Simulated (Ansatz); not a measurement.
C₂H₇ClFNSi₂, SMILES `C=C[SiH](F)N[SiH2]Cl` from Hartree–Fock to CCSD(T)

Cartesian coordinates in Å:
```
C -0.091 -1.747 1.694
C 0.091 -0.465 1.386
Si -1.141 0.509 0.419
F -2.342 -0.485 0.049
N -0.399 1.139 -0.996
Si 0.994 0.563 -1.811
Cl 2.739 1.311 -1.001
H -0.984 -2.283 1.387
H 0.641 -2.314 2.262
H 1.006 0.026 1.716
H -1.756 1.635 1.157
H -0.792 1.997 -1.358
H 1.075 -0.906 -1.687
H 0.958 1.019 -3.217
```

Total charge 0; spin multiplicity 1. The geometry is a stationary point of PBE0-D4/def2-TZVP. It is one conformer, not always the lowest. Frozen core, restricted reference, Ansatz. CBS rows extrapolate triple and quadruple zeta; past MP2 they add the triple-zeta difference.

| basis | HF (Eh) | MP2 corr. | CCSD corr. | (T) | CCSD(T) total |
| --- | --- | --- | --- | --- | --- |
| def2-TZVPP | -1271.38203 | ? | -1.26705 | -0.05014 | ? |
| def2-QZVPP | -1271.42445 | ? | – | – | – |
| CBS(def2) | -1271.43030 | ? | ? | as TZ | ? |

(1) Fill in the withheld values. (An estimate is asked.)

## Answers

(1) The calculation gave: def2-TZVPP MP2 corr.: -1.20524; def2-TZVPP CCSD(T) total: -1272.69922; def2-QZVPP MP2 corr.: -1.30426; CBS(def2) MP2 corr.: -1.37761; CBS(def2) CCSD corr.: -1.43942; CBS(def2) CCSD(T) total: -1272.91986.
